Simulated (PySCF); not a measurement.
## Correlation energy of Lu⁺ (lutetium, charge +1)

Starting occupation: [Xe] 4f14 5d2, 5d5/2 with m_j = +3/2, +5/2. All numbers are calculated (PySCF 2.14, X2C-1e with screened-nucleus spin-orbit coupling, Gaussian nucleus, in x2c-TZVPall-2c (11s11p10d2f1g, 117 functions)). Frozen: [Ar] 3d10; 42 electrons correlated; the 18 highest virtual spinors left out.

MP2 pair energies summed by pair of shells (mhartree):

```
 pair   energy  share (%)
4f-5p  -112.03       15.4
5p-5p   -95.97       13.2
4f-4f   -93.83       12.9
4d-4d   -70.87        9.7
4d-4p   -59.78        8.2
4d-4f   -55.62        7.6
5d-5p   -39.56        5.4
4d-5p   -28.13        3.9
5p-5s   -20.99        2.9
4f-4p   -20.68        2.8
4f-5d   -20.13        2.8
4f-5s   -19.01        2.6
4d-4s   -17.29        2.4
4p-4p   -15.57        2.1
4d-5s   -11.81        1.6
4p-4s    -8.92        1.2
4p-5p    -8.27        1.1
4f-4s    -5.31        0.7
5s-5s    -5.03        0.7
5d-5s    -5.00        0.7
4p-5s    -3.96        0.5
5d-5d    -3.15        0.4
4d-5d    -2.05        0.3
4s-5p    -1.65        0.2
4s-4s    -1.37        0.2
4s-5s    -0.68        0.1
4p-5d    -0.57        0.1
4s-5d    -0.14        0.0
```

Total MP2 correlation energy: -727.37 mhartree.

The GHF reference relaxed away from the jj start to a determinant that is no pure jj level (⟨S²⟩ = 2.11, ⟨J²⟩ = 20.01); the energies belong to that determinant.

This basis was not built for core-valence correlation, so the inner-shell part is incomplete.
